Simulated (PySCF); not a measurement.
Mapped SMILES: `[N:1]#[C:2][c:3]1[cH:4][cH:5][cH:6][cH:7][c:8]1[F:9]`; H(Xn) means a hydrogen on atom n.

Geometry: PBE0-D3(BJ)/def2-TZVP; GIAO shifts from PySCF 2.14, gas phase, non-relativistic, averaged over equivalent atoms.

At KT3/pcSseg-2 (380 basis functions, 110 s wall time on 1 thread of an Arm Neoverse V1, shared host):
```
atoms  δ (ppm)
   N1    300.6
   C8    167.0
   C4    133.3
   C6    131.0
   C5    121.4
   C7    114.2
   C2    112.1
   C3    101.2
   F9   -118.7
H(C4)     7.65
H(C6)     7.50
H(C5)     7.16
H(C7)     7.14
```

δ = σ(ref) − σ, references computed at the same level: 15N (σ = 261.05 ppm) vs NH3; 13C (σ = 183.24 ppm), 1H (σ = 31.63 ppm) vs TMS; CFCl3 for 19F (σ = 145.48 ppm).

Task: Estimate the result of repeating the calculation with PBE0/pcSseg-2.

Result: 
| atoms | δ at PBE0/pcSseg-2 | change |
| --- | --- | --- |
| N1 | 326.5 | +25.9 |
| C8 | 177.8 | +10.8 |
| C4 | 145.8 | +12.5 |
| C6 | 143.9 | +12.9 |
| C5 | 132.5 | +11.1 |
| C7 | 125.0 | +10.8 |
| C2 | 122.5 | +10.4 |
| C3 | 111.1 | +9.9 |
| F9 | -104.7 | +14.0 |
| H(C4) | 7.96 | +0.31 |
| H(C6) | 7.83 | +0.33 |
| H(C5) | 7.47 | +0.31 |
| H(C7) | 7.43 | +0.29 |

Chemical shifts δ = σref − σ; 15N (263.78 ppm) against NH3; TMS for 13C (186.03 ppm) and 1H (31.52 ppm); 19F (174.31 ppm) vs CFCl3, all at this level.

The largest change is at N1 (nitrile nitrogen). Cost: 380 basis functions, 75 s wall time on 1 thread of an Arm Neoverse V1, shared host. The order of the carbon signals is the same at both levels.

Unscaled 19F shifts against computed CFCl3 carry errors that often reach 10 to 50 ppm. Experimental scales use liquid or dissolved standards, which lie at an offset from isolated NH3 (liquid NH3: subtract about 20 ppm). Unscaled 15N shifts of sp2 nitrogen come out 20 to 40 ppm too high even then.
